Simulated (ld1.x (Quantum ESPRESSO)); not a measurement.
**Reading a pseudo-wave (Cl (Z = 17))**

Columns: radius, all-electron u(r) and pseudo u(r) of the 3p shell (level -8.61 eV) of chlorine in the configuration [Ne] 3s2 3p5; PBE, non-relativistic, ultrasoft scheme, ld1.x (Quantum ESPRESSO) 7.5.

```
r (bohr)  all-electron   pseudo
   0.088        0.1641  -0.0102
   0.175        0.3239  -0.0397
   0.262        0.3573  -0.0869
   0.350        0.2881  -0.1495
   0.438        0.1598  -0.2237
   0.525        0.0093  -0.3040
   0.612       -0.1430  -0.3871
   0.700       -0.2859  -0.4697
   0.788       -0.4111  -0.5470
   0.875       -0.5154  -0.6151
   0.962       -0.6002  -0.6725
   1.050       -0.6669  -0.7186
   1.138       -0.7158  -0.7521
   1.225       -0.7485  -0.7734
   1.312       -0.7678  -0.7840
   1.400       -0.7760  -0.7854
   1.487       -0.7749  -0.7795
   1.575       -0.7662  -0.7679
   1.662       -0.7517  -0.7519
   1.750       -0.7324  -0.7324
   1.838       -0.7096  -0.7096
   1.925       -0.6847  -0.6847
   2.012       -0.6581  -0.6581
   2.100       -0.6301  -0.6301
   2.188       -0.6015  -0.6015
   2.275       -0.5732  -0.5732
```

**Question.** How many radial nodes do the two functions have?

**Answer.** The all-electron 3p function has n − l − 1 = 1; the pseudo-wave has 0, since the states of the same l below it are removed with the core.

**Question.** At about which radius was the pseudo-wave matched?

**Answer.** 1.75 bohr. The columns agree to 0.0005 from 1.66 bohr on; several derivatives are matched, so the curves merge somewhat inside the radius.

**Question.** Where does each function peak?

**Answer.** Outermost all-electron maximum near 1.40 bohr, pseudo maximum near 1.40 bohr (to the table’s step).

**Question.** Is the pseudo-wave norm-conserving?

**Answer.** No, it belongs to an ultrasoft set: the norm inside the radius is not constrained, and the difference is carried by the augmentation charge.
